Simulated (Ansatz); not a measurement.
`[SiH3]C1[SiH2]S1` + `CC=[Se]` → `[SiH3]CC=[Se]` + `C1[SiH2]S1`  (formal exchange of groups at the Si–C bond)

Program: Ansatz. Geometries: PBE0-D4/def2-TZVP. ΔE: electronic, gas phase. CBS: MP2 limit from def2 TZ/QZ plus the TZ coupled-cluster correction, frozen cores. For Se outer-core shells are correlated without core-valence functions, which leaves a few kJ/mol of doubt a bond. Scalar relativity is left out up to krypton. One conformer a species, not always the lowest.

```csv
level,ΔE (kJ/mol)
CCSD/def2-TZVPP,8.7
HF/CBS(def2),8.7
```

What does CCSD(T)/CBS give? (An estimate is asked.)

Ansatz gave: +10.1 kJ/mol. The listed levels differ from it by -1.4, -1.4 kJ/mol.

Largest T1 diagnostic among the species: 0.016.
